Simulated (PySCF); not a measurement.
Compound: C2H12N2OSi3.
Numbering: `[CH3:1][NH:2][Si@H:3]1[NH:4][SiH2:5][CH2:6][SiH2:7][O:8]1`

Definitions: NICS(0) = −σiso at the ring centroid; NICS(1) = −σiso and NICS(1)zz = −σzz at ±1 Å along the ring normal z. Level: GIAO PBE0/pcSseg-1 (PySCF, non-relativistic, gas phase) on the GFN2-xTB geometry, one conformer.

Ring bond lengths (Å), with Mayer bond orders in brackets: Si3–N4 1.734 (0.93), N4–Si5 1.732 (0.96), Si5–C6 1.894 (0.91), C6–Si7 1.894 (0.90), Si7–O8 1.621 (0.92), O8–Si3 1.622 (0.92).

Problem. Give the NICS values of each ring in ppm.

Solution. 
```json
{"ring": "Si3–N4–Si5–C6–Si7–O8", "type": "6-membered ring with N, O and 3 Si; formal bonds all single", "NICS(0)": "-2.6", "NICS(1), two faces": "-1.9 / -0.8", "NICS(1)zz, two faces": "3.0 / 3.9", "rms pucker (Å)": "0.23", "centre to ring atoms, mean (Å)": "1.71"}
```

Problem. What do they say, and how far can they be read as aromaticity?

Solution. 
- Si3–N4–Si5–C6–Si7–O8: mean NICS(1)zz 3.4 ppm, deshielded. Si3, Si5, C6, Si7 have four or more neighbours; no verdict on aromaticity is drawn.

Problem. How shielded are the nuclei of the rings and their hydrogens (means over atoms taken as equivalent)?

Solution. 
| atoms | environment | σ isotropic (ppm) | principal values of the symmetric part, first atom (ppm) |
| --- | --- | --- | --- |
| Si3 | oxygen-bound silicon | 398.2 | 378.0, 392.6, 424.0 |
| N4 | nitrogen bridging silicon atoms | 229.9 | 207.8, 221.8, 260.2 |
| Si5 | SiH2 silicon | 387.3 | 356.4, 375.8, 429.6 |
| C6 | sp3 carbon bound to silicon | 190.5 | 179.5, 186.6, 205.3 |
| Si7 | oxygen-bound silicon | 371.2 | 331.3, 365.7, 416.7 |
| O8 | siloxane oxygen | 287.0 | 244.4, 289.3, 327.5 |
| H on Si3 | Si–H hydrogen | 26.65 | 22.9, 24.7, 32.3 |
| H on N4 | N–H hydrogen | 31.67 | 23.4, 29.5, 42.2 |
| H on Si5 | Si–H hydrogen | 26.43 | 22.6, 24.4, 32.3 |
| H on Si5 | Si–H hydrogen | 26.42 | 22.6, 24.6, 32.1 |
| H on C6 | methylene hydrogen | 31.14 | 27.5, 27.7, 38.2 |
| H on C6 | methylene hydrogen | 32.17 | 27.7, 27.9, 40.9 |
| H on Si7 | Si–H hydrogen | 26.43 | 22.6, 24.9, 31.8 |
| H on Si7 | Si–H hydrogen | 26.29 | 22.2, 24.5, 32.1 |

The list is cut; further classes of hydrogen are left out.

Time: 73 s (with the writing of density and orbital grids); peak memory 1.0 GiB. Hardware: Arm Neoverse V1, one thread, no GPU, shared host. This is the whole shielding run at PBE0/pcSseg-1, SCF included.
